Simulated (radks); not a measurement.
P I, 15 electrons, occupied as [Ne] 3s2 3p3 (the NIST ground configuration). Calculated with a radial shooting solver on a logarithmic mesh with Libxc functionals: scalar-relativistic Kohn-Sham, B86b exchange with PBE correlation, spin-unpolarised, spherical densities, point nucleus.

Local quantities along the radius. ELF = 1/(1 + alpha^2) is the electron localisation function; alpha = (tau - tau_W)/tau_unif compares the Pauli kinetic energy density with that of the uniform gas; 4 pi r^2 rho is in e/bohr; s = |grad rho|/(2 (3 pi^2)^(1/3) rho^(4/3)) is the reduced gradient. tau is taken from the large components.

| r (bohr) | ELF | alpha | 4 pi r^2 rho | s |
|---|---|---|---|---|
| 0.00381 | 1.000 | 0.009596 | 0.3702 | 0.4242 |
| 0.004883 | 1.000 | 0.009913 | 0.5869 | 0.4201 |
| 0.006257 | 1.000 | 0.01040 | 0.9221 | 0.4191 |
| 0.008018 | 1.000 | 0.01110 | 1.432 | 0.4211 |
| 0.01027 | 1.000 | 0.01212 | 2.191 | 0.4264 |
| 0.01317 | 1.000 | 0.01361 | 3.289 | 0.4353 |
| 0.01687 | 1.000 | 0.01582 | 4.818 | 0.4487 |
| 0.02162 | 1.000 | 0.01923 | 6.844 | 0.4676 |
| 0.02771 | 0.999 | 0.02473 | 9.345 | 0.4938 |
| 0.03551 | 0.999 | 0.03420 | 12.13 | 0.5298 |
| 0.0455 | 0.997 | 0.05185 | 14.79 | 0.5792 |
| 0.05831 | 0.992 | 0.08810 | 16.65 | 0.6462 |
| 0.07472 | 0.972 | 0.1712 | 17.04 | 0.7342 |
| 0.09575 | 0.873 | 0.3810 | 15.69 | 0.8344 |
| 0.1227 | 0.553 | 0.8995 | 13.21 | 0.8903 |
| 0.1572 | 0.253 | 1.718 | 11.18 | 0.7581 |
| 0.2015 | 0.248 | 1.740 | 11.18 | 0.4433 |
| 0.2582 | 0.509 | 0.9829 | 13.36 | 0.2928 |
| 0.3309 | 0.771 | 0.5450 | 15.68 | 0.3548 |
| 0.424 | 0.860 | 0.4041 | 15.45 | 0.5088 |
| 0.5433 | 0.846 | 0.4259 | 11.83 | 0.7370 |
| 0.6963 | 0.634 | 0.7602 | 6.818 | 1.062 |
| 0.8922 | 0.149 | 2.387 | 3.309 | 1.226 |
| 1.143 | 0.114 | 2.787 | 2.297 | 0.5741 |
| 1.465 | 0.608 | 0.8034 | 2.563 | 0.3702 |
| 1.878 | 0.839 | 0.4380 | 2.523 | 0.6021 |
| 2.406 | 0.797 | 0.5041 | 1.794 | 0.9365 |
| 3.083 | 0.614 | 0.7935 | 0.9119 | 1.436 |
| 3.951 | 0.303 | 1.516 | 0.3334 | 2.306 |
| 5.063 | 0.079 | 3.407 | 0.08650 | 4.056 |
| 6.488 | 0.011 | 9.414 | 0.01490 | 8.244 |
| 8.314 | 0.001 | 35.96 | 0.001507 | 20.24 |

On this mesh the ELF has minima near r = 0.18, 1.0 bohr, which separate the shells, and maxima near 0.48 (0.87), 1.9 (0.84).
